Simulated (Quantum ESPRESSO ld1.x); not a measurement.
Q: Ru2+, configuration [Kr] 4d6 (the NIST ground configuration). Method: scalar-relativistic Kohn-Sham, rPW86 exchange with PBE correlation, spin-unpolarised, spherical densities, point nucleus; computed with ld1.x of Quantum ESPRESSO 7.5. Some entries of the table are withheld. Estimate them.

| orbital | occ. | eigenvalue (hartree) | <1/r> (bohr^-1) |
|---|---|---|---|
| 1s | 2 | -807.328 | (1) |
| 2s | 2 | -116.697 | 10.37 |
| 2p | 6 | -104.562 | 10.06 |
| 3s | 2 | -21.1898 | 3.597 |
| 3p | 6 | -17.1978 | 3.423 |
| 3d | 10 | -10.7802 | 3.193 |
| 4s | 2 | -3.55351 | 1.347 |
| 4p | 6 | (2) | 1.203 |
| 4d | 6 | (3) | 0.8709 |

A: 
(1) 1s <1/r> (bohr^-1): 45.89
(2) 4p eigenvalue (hartree): -2.44502
(3) 4d eigenvalue (hartree): -0.89032
